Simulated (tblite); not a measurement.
Input of a run (GFN2-xTB geometry optimisation, gas phase (tblite 0.8.0)), started from a force field or distance geometry:
```
{"job": {"kind": "relax", "xc": "GFN2-xTB", "basis": "xTB"}, "charge": 0, "multiplicity": 2}
N      2.794100    -0.080200    -0.796200
C      1.658500    -0.048000    -0.488400
C      0.254900    -0.001300    -0.064100
C     -0.612400    -0.981600    -0.316000
C     -1.903200    -0.875300     0.105600
S     -1.958900     0.808800     0.912500
C     -0.216900     1.104100     0.578800
H     -0.294100    -1.926800    -0.837400
H      0.291600     2.006200     0.880100
```

Output (eV, eV/Å):
```
step      E/eV     max force
  0    -481.34964    6.495
  1    -481.76674    9.092
  2    -481.66785    8.348
  3    -482.13238    1.964
  4    -482.19148    1.229
  5    -482.22048    0.789
  6    -482.23783    0.271
  7    -482.24065    0.199
  8    -482.24288    0.136
  9    -482.24433    0.161
 10    -482.24601    0.158
 11    -482.24692    0.081
 12    -482.24725    0.050
 13    -482.24738    0.032
 14    -482.24744    0.023
 15    -482.24746    0.013
 16    -482.24747    0.005
```

**Question.** Summarise the run.

**Answer.** The energy falls by 86.6 kJ/mol over 16 L-BFGS steps, the largest force on an atom goes from 6.49 to 0.005 eV/Å, and the atoms move by 0.081 Å rms after alignment. The bond that changes most is C5–S6 (ends: carbon bonded to C and S; sulfur bonded to 2 C), which shortens by 0.165 Å. Bonds longer at the end by more than 0.005 Å: 2 of 9; shorter: 7. Among the angles that change most is C4–C5–S6, from 103.4° to 116.2°. The energy rose by more than 1e-5 eV at step 2. The first step brought 46 % of the lowering.

**Question.** What are the final bond lengths?

**Answer.** N1≡C2 1.147 Å, C2–C3 1.403 Å, C3–C4 1.441 Å, C4–C5 1.336 Å, C5–S6 1.703 Å, S6–C7 1.720 Å, C3–C7 1.370 Å, C4–H8 1.073 Å, C7–H9 1.072 Å. Numbering counts from 1 in the input's order; the species is `N#Cc1c[c]sc1` [radical].

The run took 0.12 s of wall time on Arm Neoverse N1, one thread, no GPU (shared host).

Its GFN2-xTB frequencies are all real (lowest 137 cm⁻¹).

All values are computed, not measured.
